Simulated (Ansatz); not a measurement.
Stepwise reaction of `[OH][Ti]([OH])([Cl])[Cl]` with hydrogen fluoride, as a gas-phase model of exchange steps in deposition or etching. ΔE in kJ/mol; ΔG adds harmonic PBE0-D4 terms to CCSD(T)/CBS, at 1 bar.

Program: Ansatz. Geometries: PBE0-D4/def2-TZVP. ΔE: electronic, gas phase. CCSD(T)/CBS adds triple-zeta CCSD(T) − MP2 to the extrapolated MP2 energy (def2 sets, frozen cores). This one scheme is used for every species. DFT in def2-TZVPP. B3LYP here is the variant with VWN-RPA as its local correlation; programs differ in this. For Ti outer-core shells are correlated without core-valence functions, which leaves a few kJ/mol of doubt a bond. Scalar relativity is left out up to krypton. Each species was taken in one conformer, which may not be the lowest.

| step | reaction | PBE-D4 | B3LYP-D4 | ωB97M-V | CCSD(T)/CBS | ΔG(400 K) |
| --- | --- | --- | --- | --- | --- | --- |
| 1 | `[OH][Ti]([OH])([Cl])[Cl]` + H–F → `[OH][Ti]([OH])([F])[Cl]` + HCl | -18.5 | -18.5 | -21.8 | -8.2 | -13.8 |

Question: Give the row of step 2, `[OH][Ti]([OH])([F])[Cl]` + H–F → `[OH][Ti]([OH])([F])[F]` + HCl. (Best estimate.)

Answer: Computed: 
```csv
step,reaction,PBE-D4,B3LYP-D4,ωB97M-V,CCSD(T)/CBS,ΔG(400 K)
2,`[OH][Ti]([OH])([F])[Cl]` + H–F → `[OH][Ti]([OH])([F])[F]` + HCl,-17.5,-17.5,-19.9,-8.1,-11.6
```

Question: By hand: ΔE of the 2 steps together at CCSD(T)/CBS.

Answer: (-8.2) + (-8.1) = -16.3 kJ/mol, or -8.1 kJ/mol a step.

In ΔE the steps differ by no more than 0.1 kJ/mol. All are downhill at CCSD(T)/CBS. ΔG lies between -13.8 and -11.6 kJ/mol a step. PBE-D4 differs from CCSD(T)/CBS by -10.3 to -9.4 kJ/mol a step. Isolated molecules leave out the surface, adducts and barriers. Largest T1 diagnostic: 0.024.
